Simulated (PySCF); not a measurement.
**Ho⁺: excitation energy**

Ho⁺ [Xe] 4f11 6s1 (high-spin determinant) → Ho⁺ [Xe] 4f12 (high-spin determinant), as a difference of total energies. Computed with PySCF 2.14 in x2c-TZVPPall (11s7p7d4f2g, 113 functions), with the spin-free X2C one-electron Hamiltonian (Gaussian nucleus). Correlated levels: valence: [Kr] 4d10 frozen; valence and next inner shell: [Ar] 3d10 frozen. The calculations carry no spin-orbit coupling.

| method | excitation energy (eV) |
| --- | --- |
| UHF | 10.047 |
| LDA | 4.133 |
| PBE | 4.558 |
| r2SCAN | 5.539 |
| MP2 (valence) | 4.079 |
| SCS-MP2 (valence) | 4.736 |
| MP2 (valence and next inner shell) | 3.431 |
| SCS-MP2 (valence and next inner shell) | 4.298 |

**Question.** How much does correlation contribute at MP2 (valence and next inner shell)?

**Answer.** 3.431 − (10.047) = -6.616 eV, measured against UHF.

A first-order spin-orbit estimate (lowest level to lowest level, LS coupling) adds 0.177 eV.

In the upper state the promoted electron has a positive orbital energy at r2SCAN, so the basis confines it.

The determinant of the upper state and of the lower state mixes LS terms, which raises its energy above the lowest term, most at the Hartree-Fock and MP2 levels.
